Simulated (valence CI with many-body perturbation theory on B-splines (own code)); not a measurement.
## La⁵⁰⁺: key properties

Calculated by relativistic CI+MBPT: five valence electrons over a frozen Dirac-Fock core [He], radial functions for each j: 11 s, 11 p, 10 d, 8 f, 5 g, 2 h, with the one-electron correlation potential Σ1 (screened to all orders), the two-electron term Σ2, the three-electron term Σ3, Breit, model QED; selected single and double excitations, second order for the rest, scaled by the run's own slope (own B-spline code, finite nucleus).

No measured spectrum was set against this ion. As an estimate, large intervals hold to a few tenths of a per cent, small ones and those within an open d or f shell to about a per cent. Among the levels kept, up to 7200 cm⁻¹ of a level comes from second order outside the variational space, and about a tenth of that is noise between levels of different J, which matters for small intervals.

Levels are named by their leading jj configuration (3d3/2^4 stands for four electrons in 3d with j = 3/2), which in mixed levels can hold well under half, so a name can repeat and another be missing.

Rates and lifetimes use the calculated energies. Strong lines usually hold to 10 to 20 %, long lifetimes can be off by a factor of two.

Problem. What is the ground level?

Solution. (2s^2 2p1/2^2 2p3/2) J=3/2, composition 47 % 2s²2p³ ²P° + 26 % 2s²2p³ ⁴S° + 26 % 2s²2p³ ²D°, g = 1.349.

Problem. What is the ionisation energy?

Solution. 9436.7 eV; NIST lists 9437 ± 4 eV (theoretical).

Problem. Among levels below 6732.1 eV, which E1 lines absorb most strongly from the ground level?

Solution. to (2s^2 2p1/2^2 3d5/2) J=5/2 at 0.2275 nm, f = 0.532; to (2s^2 2p1/2 2p3/2 3d3/2) J=5/2 at 0.2117 nm, f = 0.316; to (2s^2 2p1/2 2p3/2 3d3/2) J=3/2 at 0.2116 nm, f = 0.300.

Problem. Name the longest-lived excited levels whose lifetime is computed, and their main decay.

Solution. (2s^2 2p1/2 2p3/2^2) J=5/2 at 434.8 eV lives 8.23 ns, mostly by M1 to (2s^2 2p1/2^2 2p3/2) J=3/2; (2s^2 2p1/2 2p3/2^2) J=1/2 at 468.9 eV lives 2.22 ns, mostly by M1 to (2s^2 2p1/2^2 2p3/2) J=3/2; (2s^2 2p1/2 2p3/2^2) J=3/2 at 414.1 eV lives 1.41 ns, mostly by M1 to (2s^2 2p1/2^2 2p3/2) J=3/2.

Problem. How well does LS coupling describe the low levels?

Solution. Among the lowest 20 levels the leading LS term, summed over configurations, holds 62 % on average. For single configurations the figures are 62 % in LS and 99 % in jj coupling. Terms mix most in the J = 3/2 level at 5337.5 eV, where the leading one holds 32 %.
